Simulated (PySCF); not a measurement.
**Assigning NMR signals**

Atoms are numbered as in `[CH3:1][C@@H:2]1[BH:3][CH2:4][CH2:5][CH2:6][C@H:7]1[CH3:8]`. Each H is labelled by its parent atom. Ha(C4), Ha(C5), Ha(C6) are cis to C1 on the ring; Hb(C4), Hb(C5), Hb(C6) are trans to C1 on the ring.

PySCF 2.14.0 with density-fitted response routines calculation with geometry from PBE0-D3(BJ)/def2-SVP and σ from GIAO-PBE0/pcSseg-1; rapidly exchanging positions averaged, gas phase, relativity neglected, single conformer.

Scale: TMS for 13C (σref 184.41) and 1H (σref 31.27) (reference shieldings calculated alike).

**Question.** Assign these signals to the numbered atoms. 13C{1H} NMR (computed): δ 45.3, 38.6, 38.5, 29.7, 25.5, 23.3, 17.4.

**Answer.** 
| δ (ppm) | atoms | environment | reason |
| --- | --- | --- | --- |
| 45.3 | C2 | sp3 CH bonded to B | – |
| 38.6 | C6 | sp3 CH2 in a ring | a saturated carbon with 2 carbon neighbours and no heteroatom attached |
| 38.5 | C7 | sp3 CH in a ring | saturated and bonded to C and H only |
| 29.7 | C4 | sp3 CH2 bonded to B | – |
| 25.5 | C5 | sp3 CH2 in a ring | aliphatic region, no heteroatom directly attached |
| 23.3 | C8 | methyl carbon | saturated and bonded to C and H only |
| 17.4 | C1 | methyl carbon | – |

C6 and C7 lie closer than the usual error of such a calculation, so a measured spectrum could show them in the other order.

**Question.** Assign these signals to the numbered atoms. 1H NMR (400 MHz, computed): δ 7.40 (br, 1H), 2.00 (m, 1H), 1.74 (m, 1H), 1.59 (m, 1H), 1.37 (m, 1H), 1.29 (d, 3H), 1.15 (m, 1H), 1.04 (m, 3H), 0.97 (m, 1H), 0.83 (m, 1H), 0.02 (m, 1H).

**Answer.** 
| δ (ppm) | atoms | environment | reason |
| --- | --- | --- | --- |
| 7.40 | H(B3) | hydrogen on a boron bonded to 2 C, in a 6-membered ring | – |
| 2.00 | Ha(C4) | hydrogen on an sp3 CH2 bonded to B | – |
| 1.74 | Hb(C5) | hydrogen on an sp3 CH2 in a ring | – |
| 1.59 | Ha(C6) | hydrogen on an sp3 CH2 in a ring | far from electronegative atoms and π systems |
| 1.37 | Ha(C5) | hydrogen on an sp3 CH2 in a ring | – |
| 1.29 | H(C1) | hydrogen on a methyl carbon | – |
| 1.15 | H(C7) | hydrogen on an sp3 CH in a ring | – |
| 1.04 | H(C8) | hydrogen on a methyl carbon | far from electronegative atoms and π systems |
| 0.97 | Hb(C6) | hydrogen on an sp3 CH2 in a ring | far from electronegative atoms and π systems |
| 0.83 | Hb(C4) | hydrogen on an sp3 CH2 bonded to B | – |
| 0.02 | H(C2) | hydrogen on an sp3 CH bonded to B | – |

Ha(C5) and H(C1); H(C7) and H(C8); H(C8) and Hb(C6) lie closer than the usual error of such a calculation, so a measured spectrum could show them in the other order.

Hydrogens on boron are broadened and split by 11B (spin 3/2, 80 %) and 10B (spin 3). A carbon bonded to boron is broadened by the quadrupolar boron nucleus and is often missing from a measured spectrum. Shifts are as computed. Against solution values, carbons near 30 ppm lie about +2 ppm off and those near 130 ppm about +5 ppm. Of 1309 compounds with measured shifts, 239 miss one by over three times the rms of a fit or turn the order of signals round; such compounds aren't used in these exercises. Multiplicities follow the n + 1 count of equivalent neighbours, as no J values were calculated; m marks all less simple cases, F and P coupling included.
